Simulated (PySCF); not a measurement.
C4H5, SMILES C=[C]C=C (connectivity only; charge and spin as stated), charge +1, multiplicity 1.

Coordinates come from a PBE0-D3(BJ)/def2-SVP optimisation. The multiplicity is an assumed one; other spin states were not compared. The isomer is the one that the SMILES or the coordinates give; other isomers of the formula were not compared. The values are those of a single conformer.

Calculation: PBE0-D3(BJ)/def2-SVP run with PySCF.

No scaling factor is applied to the harmonic values.

```tsv
mode	ν (cm⁻¹)	IR (km/mol)	moving atoms (share of kinetic energy)
1	213	5.0	C 73 %, H 27 %
2	239	9.6	H 72 %, C 28 %
3	377	0.6	H 68 %, C 32 %
4	548	8.5	C 79 %, H 21 %
5	575	0.0	H 90 %, C 10 %
6	865	10.7	C 60 %, H 40 %
7	868	67.1	H 75 %, C 25 %
8	925	10.7	H 51 %, C 49 %
9	983	39.9	H 86 %, C 14 %
10	1102	12.9	H 61 %, C 39 %
11	1121	11.2	H 71 %, C 29 %
12	1272	22.5	H 88 %, C 12 %
13	1292	46.7	H 65 %, C 35 %
14	1420	71.3	H 72 %, C 28 %
15	1600	120.8	C 74 %, H 26 %
16	1999	380.7	C 97 %
17	3106	249.0	H 94 %
18	3166	10.0	H 95 %
19	3194	21.7	H 91 %, C 9 %
20	3196	118.5	H 90 %, C 10 %
21	3287	24.5	H 89 %, C 11 %
```
